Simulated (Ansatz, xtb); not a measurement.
# C5H7ClN2O: 4 structures ranked

4 gas-phase structures of C5H7ClN2O, from a drawn sample of its isomers (lower ones may exist). Each was relaxed with GFN2-xTB; where two conformers were screened, the lower at r2SCAN-D4/def2-SVP is listed:

A. `COCn1cnc(Cl)c1`, a singlet
B. `ClCCCc1ncon1`, a singlet
C. `COCn1nccc1Cl`, a singlet
D. `CC(C)c1nnc(Cl)o1`, a singlet

Q: Estimate their order in r2SCAN-D4/def2-SVP energy at these geometries, lowest first.

A: Calculated order at r2SCAN-D4/def2-SVP: A (0.0), D (4.7), B (8.2), C (9.7) kcal/mol.

Energies above the lowest of each column, in kcal/mol; the last columns are at PBE-D3(BJ)/def2-SVP geometries:

```json
{"structure": "A", "GFN2-xTB": "0.0", "HF/STO-3G": "11.9", "r2SCAN-D4/def2-SVP": "0.0", "PBE-D3(BJ)/def2-SVP": "0.0", "CCSD(T)/def2-SVP + ΔMP2/def2-TZVPP": "0.0"}
{"structure": "D", "GFN2-xTB": "3.5", "HF/STO-3G": "2.7", "r2SCAN-D4/def2-SVP": "4.7", "PBE-D3(BJ)/def2-SVP": "3.7", "CCSD(T)/def2-SVP + ΔMP2/def2-TZVPP": "1.2"}
{"structure": "B", "GFN2-xTB": "20.9", "HF/STO-3G": "0.0", "r2SCAN-D4/def2-SVP": "8.2", "PBE-D3(BJ)/def2-SVP": "7.1", "CCSD(T)/def2-SVP + ΔMP2/def2-TZVPP": "4.7"}
{"structure": "C", "GFN2-xTB": "10.7", "HF/STO-3G": "19.8", "r2SCAN-D4/def2-SVP": "9.7", "PBE-D3(BJ)/def2-SVP": "9.1", "CCSD(T)/def2-SVP + ΔMP2/def2-TZVPP": "10.6"}
```

CCSD(T)/def2-SVP + ΔMP2/def2-TZVPP puts A lowest; HF/STO-3G picks B. Some further structures that were screened fall inside this span and aren't listed. Flexible structures stand in one conformer each, not always the lowest. ΔMP2 is the change of the MP2 energy from the smaller to the larger basis.

Over these structures GFN2-xTB departs from r2SCAN-D4/def2-SVP by 4.8 kcal/mol on average once a common shift is removed. A GFN2-xTB relaxation took about 0.1 s and the r2SCAN-D4/def2-SVP energy about 2.6 s on a shared host (Ansatz 0.2.0, xtb 6.7.1).
